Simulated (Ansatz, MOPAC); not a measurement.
Dimer: SiH4 (SMILES [SiH4]) (first 5 atoms) with CH3I (SMILES CI); geometry from B3LYP-D3(BJ)/def2-TZVP, rigid monomers moved along the line of their centres of mass till Si1···I7 is 5.59 Å.
(charge 0, multiplicity 1):
```tsv
atom	x (Å)	y (Å)	z (Å)
Si	0.1423	0.0449	-0.0385
H	1.2893	-0.8569	0.1958
H	0.2310	1.2199	0.8569
H	-1.1263	-0.6720	0.2198
H	0.1563	0.5088	-1.4461
C	-2.1625	0.0088	4.8784
I	-0.5136	-1.2966	5.3503
H	-2.7448	-0.4762	4.1037
H	-2.7391	0.1443	5.7859
H	-1.7417	0.9443	4.5289
```

Counterpoise-corrected where a basis set is named; no monomer relaxation.

Frozen-core correlation. Filled d and f shells under p-block atoms count as core. The state that PM3 reach isn't checked.

Programs: Ansatz (a program for electronic structure); MOPAC for PM3 (differences of heats of formation). Values without a source in brackets are computed. In def2 rows elements past Kr take small-core potentials, without spin–orbit coupling.

Task: What is the computed interaction energy (CCSD(T)/def2-SVPD)?

Result: -16 meV

Task: Give the interaction energy at the level r2SCAN/def2-TZVPPD.

Result: -8 meV

Task: Estimate the interaction energy that PM3 returns for this input.

Result: 6 meV
